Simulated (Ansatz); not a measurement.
C₃H₁₁NSi, SMILES `C[SiH2]N(C)C`. The species carries charge 0 and has multiplicity 1.

```xyz
16

C     1.0075    1.2869    1.6506
Si    0.2120   -0.3233    1.1447
N    -0.1013   -0.3492   -0.5497
C    -0.2840   -1.6019   -1.2404
C    -0.7420    0.7594   -1.2122
H     0.3252    2.1327    1.5382
H     1.2915    1.2362    2.7054
H     1.9061    1.4859    1.0626
H    -1.0112   -0.5125    1.9922
H     1.1103   -1.4798    1.4146
H     0.1113   -1.5381   -2.2623
H     0.2517   -2.4026   -0.7258
H    -1.3424   -1.8966   -1.3151
H    -0.5373    1.6956   -0.6890
H    -0.3624    0.8658   -2.2363
H    -1.8351    0.6416   -1.2775
```

Task: List the harmonic frequencies (cm⁻¹, unscaled) at PBE0-D4/def2-TZVP in Ansatz. (Best estimate.)

Result: Computed: 51, 124, 168, 191, 219, 249, 304, 363, 506, 642, 716, 718, 763, 872, 925, 969, 1030, 1092, 1120, 1169, 1239, 1275, 1323, 1438, 1448, 1451, 1469, 1472, 1481, 1500, 1520, 2142, 2208, 2972, 2976, 3030, 3037, 3051, 3114, 3118, 3132, 3142.

Task: Is this a minimum?

Result: Yes, all 42 modes are real.

Task: Give the ideal-gas thermochemistry at 298.15 K and 1 bar (rigid rotor, harmonic oscillator; point group C1, symmetry number 1).

Result: Zero-point energy 357.3 kJ/mol; H(298) − E = 381.6 kJ/mol; entropy 365.8 J/(mol·K), of which translation 164.9, rotation 111.6, vibration 89.3; G(298) − E = 272.5 kJ/mol. Modes under 100 cm⁻¹ are hindered rotations or soft bends, so the harmonic entropy is rough.

Task: Rotational constants (cm⁻¹)?

Result: 0.2109, 0.08679, 0.06774.
